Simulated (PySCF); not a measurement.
Where the electron goes

C₄H₇NO₂.
Numbering: `[CH3:1]/[CH:2]=[N:3]\[CH2:4][O:5][CH:6]=[O:7]` (hydrogens: H8, H9, H10 on C1; H11 on C2; H12, H13 on C4; H14 on C6)

Theory: TDDFT wB97X-D/def2-SVPD, vertical, gas phase, core orbitals frozen in the response (PySCF 2.14.0, density-fitted response routines). Geometry: GFN2-xTB, one conformer, isolated molecule. Torsions of this conformer, `[CH3:1]/[CH:2]=[N:3]\[CH2:4][O:5][CH:6]=[O:7]`: C2–N3–C4–O5 4°, N3–C4–O5–C6 116°, C4–O5–C6–O7 1°.

Kohn–Sham orbitals with the atoms that hold most of them (Löwdin shares over 4%, at most four atoms; ? is withheld):

```csv
orbital,ε (eV),atoms
LUMO+2,2.21,"C1 19%, C2 16%, C6 13%, C4 9%"
LUMO+1,1.82,"C6 39%, O7 28%, O5 17%, H14 8%"
LUMO,?,"C2 34%, N3 31%, C1 9%, H11 5%"
HOMO,-9.34,?
HOMO-1,-10.48,?
HOMO-2,-10.57,"O7 27%, N3 19%, C2 13%, O5 9%"
HOMO-3,-11.35,"O5 38%, O7 30%, C6 8%, N3 5%"
```

(1) Which atoms hold the HOMO-1, and with what shares?

(2) Give the leading atoms of the HOMO.

(3) What is the LUMO energy, and the HOMO–LUMO gap?

## Answers

(1) O7 (bonded to C) 38%; N3 (bonded to 2 C) 19%; C2 (bonded to C, N and H) 12%; C4 (bonded to N, O and 2 H) 7%. By element: oxygen 38% or more, nitrogen 19%, carbon 18% or more.

(2) N3 (bonded to 2 C) 51%; C2 (bonded to C, N and H) 12%; C1 (bonded to C and 3 H) 7%; O5 (bonded to 2 C) 7%. By element: nitrogen 51%, carbon 19% or more, oxygen 7% or more.

(3) ε(LUMO) = 1.59 eV; the gap is 10.93 eV (0.4017 hartree).

**Question.** How does S1 compare with the orbital gap of 10.93 eV?

**Answer.** S1 is at 5.27 eV (f = 0.0026), 5.66 eV below the gap, made of HOMO→LUMO (91%). Without the coupling terms of the response equations the lowest excitation would equal the gap.

Next come S2 at 5.95 eV (f 0.0010), HOMO-1→LUMO+1 (43%), HOMO-2→LUMO+1 (30%), HOMO→LUMO+1 (20%); S3 at 7.31 eV (f 0.036), HOMO→LUMO+1 (67%), HOMO-2→LUMO+1 (11%); S4 at 7.46 eV (f 0.036), HOMO→LUMO+2 (69%), HOMO→LUMO+3 (13%); S5 at 7.98 eV (f 0.356), HOMO-1→LUMO (48%), HOMO-2→LUMO (43%).

The run took 64 s wall on one thread, Arm Neoverse N1 (aarch64), no GPU (shared host), and the process peaked at 0.88 GiB of memory.
